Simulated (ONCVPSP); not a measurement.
## gallium (Ga): one change to an ONCV potential, before and after

```
Element                 : gallium
Generator               : ONCVPSP 4.0.1
Type                    : optimised norm-conserving Vanderbilt (ONCV)
Functional              : PBE
Relativity              : scalar-relativistic
Frozen core             : [Ne]
Valence charge          : 21
Reference configuration : 3s2 3p6 3d10 4s1.5 (charge +1.5)
Partial waves           : 3s+4s: rc 0.90 bohr, ncon 4, nbas 8, qcut 15.8 1/bohr, 2 projectors; 3p: rc 0.65 bohr, ncon 5, nbas 8, qcut 13.2 1/bohr, 2 projectors, debl 1 Ha; 3d: rc 1.35 bohr, ncon 4, nbas 9, qcut 13.5 1/bohr, 1 projector
Local potential         : polynomial inside 0.50 bohr (lpopt 5, dvloc0 2 Ha)
Core correction         : Teter function, fcfact 2.75, rcfact 1.3
```

In the p channel the program set the typed energies aside and used -4.153, 0.250 Ha.

Change: p: rc 0.94.

Cutoffs: the cutoffs (Ha) at which the residual kinetic energy of the hardest occupied pseudo-wave falls to 1 and 0.1 mHa per electron; they do not see the model core or the augmentation charge, which bear on the density cutoff. Errors are all-electron minus pseudo energies relative to the spin-unpolarised reference configuration.

Problem. Predict the effect on cutoff, ghosts and configuration errors.

Solution. The potential gets softer (188 Ha and 402 Ha → 82 Ha and 96 Ha); the errors of the 4 common tests hardly move; neither file shows a bound ghost. A larger radius leaves more room for a smooth pseudo-wave, so fewer plane waves are needed.

| quantity | base | changed |
| --- | --- | --- |
| cutoff, loose | 188 Ha | 82 Ha |
| cutoff, tight | 402 Ha | 96 Ha |
| loose cutoff by channel | s 82 Ha, p 188 Ha, d 66 Ha | s 82 Ha, p 52 Ha, d 66 Ha |
| bound ghosts | none | none |
| GHOST(+) flags under 300 eV | none | none |
| error for 3s2 3p6 3d10 4s2 4p1, meV [ΔE -15.03 eV] | +1.7 | +1.7 |
| error for 3s2 3p6 3d10 4s2, meV [ΔE -9.35 eV] | +0.9 | +0.9 |
| error for 3s2 3p6 3d10 4s1, meV [ΔE 11.78 eV] | -0.6 | -0.6 |
| error for 3s2 3p6 3d10 4s1 4p2, meV [ΔE -8.50 eV] | +0.9 | +0.8 |
| s: phases at 0.92 bohr within 0.05 rad from the reference energy up to (Ha; the scan ends near 5) | to the end of the scan | to the end of the scan |
| d: phases at 1.37 bohr within 0.05 rad from the reference energy up to (Ha; the scan ends near 5) | 0.7 | 0.7 |
| rms error of d²Exc/dni dnj with the model core, mHa | 0.77 | 0.76 |
